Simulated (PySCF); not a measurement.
## Polarisability and C₆ of Fe⁺ (iron, charge +1)

[Ar] 3d6 4s1, high-spin 6D determinant. Calculation: PySCF 2.14, in def2-TZVPPD (6s6p4d2f1g, 67 functions); no relativity, point nucleus. Coupled (time-dependent) response in atomic units; α is the mean over directions.

| method | mean α (bohr³) | α xx, yy, zz | C₆ (like pair) | S(−4) |
| --- | --- | --- | --- | --- |
| UHF | 36.35 | 34.97, 34.97, 39.11 | 184.8 | 1282 |
| PBE | 25.27 | 24.83, 24.83, 26.16 | 116.7 | 552.8 |
| PBE0 | 27.46 | 26.85, 26.85, 28.69 | 129.3 | 675.7 |
| r2SCAN0 | 27.91 | 27.48, 27.48, 28.78 | 136.2 | 653.1 |

S(−4) is the Cauchy moment in α(ω) = α(0) + S(−4) ω² + …

α(iu) at PBE:

```json
{"u (hartree)": "0", "α(iu) (bohr³)": "25.27"}
{"u (hartree)": "0.0500", "α(iu) (bohr³)": "23.97"}
{"u (hartree)": "0.100", "α(iu) (bohr³)": "20.84"}
{"u (hartree)": "0.200", "α(iu) (bohr³)": "14.11"}
{"u (hartree)": "0.300", "α(iu) (bohr³)": "9.620"}
{"u (hartree)": "0.500", "α(iu) (bohr³)": "5.339"}
{"u (hartree)": "0.750", "α(iu) (bohr³)": "3.312"}
{"u (hartree)": "1.00", "α(iu) (bohr³)": "2.418"}
{"u (hartree)": "1.50", "α(iu) (bohr³)": "1.610"}
{"u (hartree)": "2.00", "α(iu) (bohr³)": "1.211"}
{"u (hartree)": "3.00", "α(iu) (bohr³)": "0.7744"}
{"u (hartree)": "5.00", "α(iu) (bohr³)": "0.3871"}
```

A single London oscillator, α(iu) = α/(1 + u²/ω²), gives C₆ = (3/4) ω α². Matching the computed C₆ needs ω = 4 × 116.7 / (3 × 25.27²) = 0.244 hartree.

For an ion, C₆ is the dispersion term alone; charge-induced terms of lower order in 1/R come first.

The components differ because the open shell of this determinant is not spherical; for a pure term their mean is the scalar polarisability.
